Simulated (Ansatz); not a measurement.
Saddle point of SiN2H4F2, singlet (SiN₂H₄F₂ ([NH2][Si]([NH2])([F])[F]) → SiNHF₂ ([NH][Si]([F])[F]) + NH₃ (still joined by a long Si–N bond); bonds formed: N2–H4; bonds broken: N3–H4; bonds weakened to dative contacts: Si1–N2), PBE0-D4/def2-TZVP structure:

Si1  (-0.327, -0.093, 0.710)
N2  (1.024, 0.035, -0.523)
N3  (-1.345, 0.137, -0.525)
H4  (-0.018, 0.171, -1.130)
F5  (-0.040, 0.978, 1.849)
F6  (-0.144, -1.473, 1.479)
H7  (1.631, 0.845, -0.493)
H8  (1.561, -0.795, -0.740)
H9  (-2.341, 0.195, -0.628)
(Å)

Energies are electronic, without zero-point energy. Barriers and step energies count from the start structure reached by relaxing down the imaginary mode; all methods use the PBE0-D4 structures, on which another method's saddle can fall below an end. Computed with Ansatz 0.2.0 (basis: def2-TZVPP, with def2-QZVPP for the basis limit); correlated methods freeze the cores. B3LYP uses VWN-RPA correlation. Extrapolation: Hartree–Fock as exp(−7.88 √X), correlation as X^−2.97.

| method | barrier (kJ/mol) | step energy (kJ/mol) |
| --- | --- | --- |
| SPW92 | 187.7 | 177.3 |
| PBE-D4 | ? | 176.2 |
| BLYP-D4 | 215.8 | 178.4 |
| r2SCAN-D4 | 221.0 | 188.9 |
| B97M-V | 234.4 | 191.5 |
| PBE0-D4 | 222.8 | 190.9 |
| B3LYP-D4 | 231.0 | 190.9 |
| r2SCAN0-D4 | 233.9 | 198.3 |
| BHLYP-D4 | 254.1 | 206.4 |
| CAM-B3LYP-D4 | ? | 197.8 |
| wB97X-V | ? | 196.8 |
| wB97M-V | 232.0 | 192.8 |
| B2PLYP | 232.0 | 191.5 |
| PBE-QIDH | 233.4 | 197.2 |
| RPA on PBE | 231.0 | 188.5 |
| HF | 290.3 | 224.1 |
| MP2 | 228.5 | 190.6 |
| CCSD | 245.1 | 199.1 |
| CCSD(T) | 234.8 | 192.8 |

Problem. Fill in the withheld barriers. (To be estimated.)

Solution. The calculation gives: CAM-B3LYP-D4 236.8; wB97X-V 235.9; PBE-D4 202.5 kJ/mol. Each is the energy of the saddle less that of the start structure, by the same method.

For comparison, the barrier by CCSD(T) at an estimated basis limit (MP2 extrapolated from triple and quadruple zeta, plus CCSD(T) − MP2 in triple zeta) is 234.7 kJ/mol.

The T1 diagnostic stays at or below 0.013.

Labels in which every atom is bracketed show which atoms are joined, not bond orders.

For scale, one of the runs: CCSD(T)/def2-TZVPP, 222 basis functions, launched by `ansatz run in.yaml --threads 4 --pin off --events-out ev --progress --plain --max-ram 9574MiB`. Time: 110 s of wall clock on 4 CPU threads of an Arm Neoverse V2; the host was shared. Peak host memory: 3.7 GiB.
